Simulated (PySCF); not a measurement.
C₃H₄Cl₂, SMILES CC=C(Cl)Cl.

The structure is a stationary point at B3LYP-D3(BJ)/def2-SVP.

Computed with PBE/def2-TZVP run with PySCF.

Symmetry labels are those of the subgroup Cs that the program uses (full group Cs).

Problem. List the valence orbital energies around the gap with their symmetry. (Estimate from the structure and the level; the computed values follow.)

Solution. 
```
orbital  symmetry  energy (eV)
-------  --------  -----------
HOMO−7         A"       -10.60
HOMO−6         A'        -9.89
HOMO−5         A"        -9.60
HOMO−4         A'        -9.18
HOMO−3         A'        -8.21
HOMO−2         A"        -7.93
HOMO−1         A'        -7.46
HOMO           A"        -6.02
LUMO           A"        -1.27
LUMO+1         A'        -0.98
LUMO+2         A'        -0.10
LUMO+3         A'         0.92
```
